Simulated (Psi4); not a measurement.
C₂H₇Al, charge +1, doublet, at a GFN2-xTB geometry (such geometries of metal compounds can be far from the true shape) (a state made from the parent by changing its charge; the spin is typed, not shown lowest); PBE0/cc-pVDZ in Psi4 1.11.

Input for Psi4:
```
memory 2 GB

molecule {
1 2
  Al    0.21245422   -0.05862416   -0.17834376
  C    -0.47701543   -1.82207545    0.47936475
  H     0.14271414   -2.58097180   -0.02812227
  H    -1.53135447   -1.97330328    0.21413471
  H    -0.36344163   -1.92419206    1.56641333
  C     0.05422794    1.93877437   -0.12417154
  H     0.87129886    2.30998632   -0.76612119
  H     0.17831252    2.33333941    0.89258143
  H    -0.90900968    2.27988746   -0.52519064
  H     1.38630040   -0.38282564   -1.16638584
}

set basis cc-pvdz
set reference uks

energy('pbe0')
print_variables()
```

The log (banner, timings and long lists left out):

```
   => Loading Basis Set <=

    Name: CC-PVDZ
    Role: ORBITAL
    Keyword: BASIS

         ---------------------------------------------------------
                                   SCF
               by Justin Turney, Rob Parrish, Andy Simmonett
                          and Daniel G. A. Smith
                              UKS Reference
         ---------------------------------------------------------

  ==> Geometry <==

    Molecular point group: c1
    Full point group: C1

    Geometry (in Angstrom), charge = 1, multiplicity = 2:

       Center              X                  Y                   Z               Mass
    ------------   -----------------  -----------------  -----------------  -----------------
         AL           0.205011467089    -0.056574097807    -0.172125320965    26.981538530000
         C           -0.484458182911    -1.820025387807     0.485583189035    12.000000000000
         H            0.135271387089    -2.578921737807    -0.021903830965     1.007825032230
         H           -1.538797222911    -1.971253217807     0.220353149035     1.007825032230
         H           -0.370884382911    -1.922141997807     1.572631769035     1.007825032230
         C            0.046785187089     1.940824432193    -0.117953100965    12.000000000000
         H            0.863856107089     2.312036382193    -0.759902750965     1.007825032230
         H            0.170869767089     2.335389472193     0.898799869035     1.007825032230
         H           -0.916452432911     2.281937522193    -0.518972200965     1.007825032230
         H            1.378857647089    -0.380775577807    -1.160167400965     1.007825032230

  Running in c1 symmetry.

  Rotational constants: A =      1.15038  B =      0.13633  C =      0.12784 [cm^-1]
  Rotational constants: A =  34487.60017  B =   4087.13974  C =   3832.55582 [MHz]
  Nuclear repulsion =   94.151848590736975

  Charge       = 1
  Multiplicity = 2
  Electrons    = 31
  Nalpha       = 16
  Nbeta        = 15

  ==> Algorithm <==

  SCF Algorithm Type is DF.
  DIIS enabled.
  MOM disabled.
  Fractional occupation disabled.
  Guess Type is SAD.
  Energy threshold   = 1.00e-06
  Density threshold  = 1.00e-06
  Integral threshold = 1.00e-12

  ==> Primary Basis <==

  Basis Set: CC-PVDZ
    Blend: CC-PVDZ
    Number of shells: 41
    Number of basis functions: 81
    Number of Cartesian functions: 84
    Spherical Harmonics?: true
    Max angular momentum: 2

  ==> DFT Potential <==

   => LibXC <=

    Version 7.1.2
    S. Lehtola, C. Steigemann, M. J. T. Oliveira, and M. A. L. Marques,  SoftwareX 7, 1–5 (2018) (10.1016/j.softx.2017.11.002)

   => Composite Functional: PBE0 <=

    PBE0 Hyb-GGA Exchange-Correlation Functional

    C. Adamo and V. Barone,  J. Chem. Phys. 110, 6158 (1999) (10.1063/1.478522)
    M. Ernzerhof and G. E. Scuseria,  J. Chem. Phys. 110, 5029 (1999) (10.1063/1.478401)

    Deriv               =              1
    GGA                 =           TRUE
    Meta                =          FALSE

    Exchange Hybrid     =           TRUE
    MP2 Hybrid          =          FALSE

   => Exchange Functionals <=

    0.7500   Perdew, Burke & Ernzerhof

   => Exact (HF) Exchange <=

    0.2500               HF

   => Correlation Functionals <=

    1.0000   Perdew, Burke & Ernzerhof

   => LibXC Density Thresholds  <==

    XC_HYB_GGA_XC_PBEH:  1.00E-15

   => Molecular Quadrature <=

    Radial Scheme          =       TREUTLER
    Pruning Scheme         =           NONE
    Nuclear Scheme         =       TREUTLER

    Blocking Scheme        =         OCTREE
    BS radius alpha        =              1
    Pruning alpha          =              1
    Radial Points          =             75
    Spherical Points       =            302
    Total Points           =         217099
    Total Blocks           =           1669
    Max Points             =            256
    Max Functions          =             81
    Weights Tolerance      =       1.00E-15

[...]

  ==> Pre-Iterations <==

  SCF Guess: Superposition of Atomic Densities via on-the-fly atomic UHF (no occupation information).

   -------------------------
    Irrep   Nso     Nmo
   -------------------------
     A         81      81
   -------------------------
    Total      81      81
   -------------------------

  ==> Iterations <==

                           Total Energy        Delta E     RMS |[F,P]|

   @DF-UKS iter SAD:  -321.79885490616959   -3.21799e+02   0.00000e+00
   @DF-UKS iter   1:  -321.88835811578718   -8.95032e-02   1.01718e-02 DIIS/ADIIS
   @DF-UKS iter   2:  -321.58748697680488    3.00871e-01   1.21916e-02 DIIS/ADIIS
   @DF-UKS iter   3:  -322.25222665565730   -6.64740e-01   1.32055e-03 DIIS/ADIIS
   @DF-UKS iter   4:  -322.26591461029295   -1.36880e-02   5.46086e-04 DIIS/ADIIS
   @DF-UKS iter   5:  -322.26776516213562   -1.85055e-03   1.20384e-04 DIIS/ADIIS
   @DF-UKS iter   6:  -322.26785146498401   -8.63028e-05   4.65642e-05 DIIS
   @DF-UKS iter   7:  -322.26786835922564   -1.68942e-05   8.81179e-06 DIIS
   @DF-UKS iter   8:  -322.26786895463778   -5.95412e-07   5.19812e-06 DIIS
   @DF-UKS iter   9:  -322.26786906291090   -1.08273e-07   2.58452e-06 DIIS
   @DF-UKS iter  10:  -322.26786910460606   -4.16952e-08   7.46632e-07 DIIS
  Energy and wave function converged.

  ==> Post-Iterations <==

   Electrons on quadrature grid:
      Nalpha   =   16.0000044021 ; deviation = 4.402e-06
      Nbeta    =   15.0000103992 ; deviation = 1.040e-05
      Ntotal   =   31.0000148013 ; deviation = 1.480e-05

   @Spin Contamination Metric:   8.948088331E-03
   @S^2 Expected:                7.500000000E-01
   @S^2 Observed:                7.589480883E-01
   @S   Expected:                5.000000000E-01
   @S   Observed:                5.000000000E-01

    Orbital Energies [Eh]
    ---------------------

    Alpha Occupied:

[...]
      16A     -0.515038

    Alpha Virtual:

[...]
    Beta Occupied:

[...]
    Beta Virtual:

[...]
    Final Occupation by Irrep:
              A
    DOCC [    15 ]
    SOCC [     1 ]
    NA   [    16 ]
    NB   [    15 ]

  @DF-UKS Final Energy:  -322.26786910460606

   => Energetics <=

    Nuclear Repulsion Energy =             94.1518485907369751
    One-Electron Energy =                -623.3071528642446992
    Two-Electron Energy =                 230.7889362797286310
    DFT Exchange-Correlation Energy =     -23.9015011108269810
    Empirical Dispersion Energy =           0.0000000000000000
    VV10 Nonlocal Energy =                  0.0000000000000000
    Total Energy =                       -322.2678691046060067

  UHF NO Occupations:
  HONO-2 :   14  A 1.9993440
  HONO-1 :   15  A 1.9963842
  HONO-0 :   16  A 1.0000000
  LUNO+0 :   17  A 0.0036158
  LUNO+1 :   18  A 0.0006560
  LUNO+2 :   19  A 0.0001064
  LUNO+3 :   20  A 0.0000372

Computation Completed

Properties will be evaluated at   0.000000,   0.000000,   0.000000 [a0]

Properties computed using the SCF density matrix

 Multipole Moments:

 ------------------------------------------------------------------------------------
     Multipole            Electronic (a.u.)      Nuclear  (a.u.)        Total (a.u.)
 ------------------------------------------------------------------------------------

 L = 1.  Multiply by 2.5417464519 to convert [e a0] to [Debye]
 Dipole X            :          0.7096418           -0.4500724            0.2595694
 Dipole Y            :         -0.1946902            0.1239695           -0.0707207
 Dipole Z            :         -0.5936150            0.3760365           -0.2175785
 Magnitude           :                                                    0.3460030

 ------------------------------------------------------------------------------------

  Variable Map:
  ----------------------------------------------------------------------------
[...]
  Array Variable Map:
  ----------------------------------------------------------------------------
[...]
[...]
```
